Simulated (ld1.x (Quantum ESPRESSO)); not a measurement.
# Transferability test, TM semilocal potential for platinum

platinum (Pt), norm-conserving Troullier–Martins (semilocal form), made with ld1.x (Quantum ESPRESSO) 7.5 (LDA (PZ), scalar-relativistic). Core [Xe] 4f14, reference 5d9 6s0.75 6p0.25. Waves: 6s (bound): rc 1.85 bohr; 5d (bound): rc 2.15 bohr; 6p (bound): rc 3.65 bohr. Local part: the p channel. Core correction: a·sin(br)/r model core, default radius (core density twice the valence density).

Energies are relative to the spin-unpolarised reference configuration 5d9 6s0.75 6p0.25; without spin polarisation the order of configurations can differ from experiment. Spin-polarised rows fill each open shell by Hund’s rule, majority spin first.

Question: Give the all-electron excitation energy and the error of the potential for: 5d9 6s1 6p0; 5d9 6s0 6p0; 5d8 6s0 6p0; 5d8 6s1 6p1; 5d9 6s0 6p1; 5d6 6s0 6p0; 5d8 6s1 6p0; 5d9 6s0.75 6p0.25 (spin-polarised); 5d9 6s1 6p0 (spin-polarised).

Answer:

```csv
valence configuration,charge,ΔE all-electron (eV),error AE − PS (meV)
5d9 6s1 6p0,0,-1.258,+0.4
5d9 6s0 6p0,+1,8.287,-8.9
5d8 6s0 6p0,+2,28.546,-33
5d8 6s1 6p1,0,5.338,-26
5d9 6s0 6p1,0,3.927,0.0
5d6 6s0 6p0,+4,107.006,-555
5d8 6s1 6p0,+1,10.159,-14
5d9 6s0.75 6p0.25 (spin-polarised),0,-0.346,+8.2
5d9 6s1 6p0 (spin-polarised),0,-1.637,+8.8
```

Levels in the configuration 5d9 6s0 6p0:

```
level  all-electron (eV)  pseudo (eV)
   5d            -14.594      -14.586
```
